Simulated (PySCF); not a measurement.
A structure optimised at PBE-D3(BJ)/def2-SVP, used in a PySCF frequency run:

```xyz
10

N     -1.6292    -1.3622    -0.2798
Si    -0.7798     0.1432    -0.2808
Cl    -0.9585     1.3135     1.4803
Si     1.5358    -0.2097    -0.2848
F      2.0322    -1.0495    -1.6121
H     -1.3455    -2.1064     0.3626
H     -2.6430    -1.3728    -0.4219
H     -1.3482     0.9644    -1.3981
H      2.2622     1.1053    -0.2598
H      1.9005    -1.0087     0.9381
```

### Question
Write its SMILES and formula.

### Answer
N[Si@@H](Cl)[SiH2]F, ClFH5NSi2

### Question
What are its rotational constants (standard atomic weights)?

### Answer
3.5545, 1.3228, 1.0350 GHz
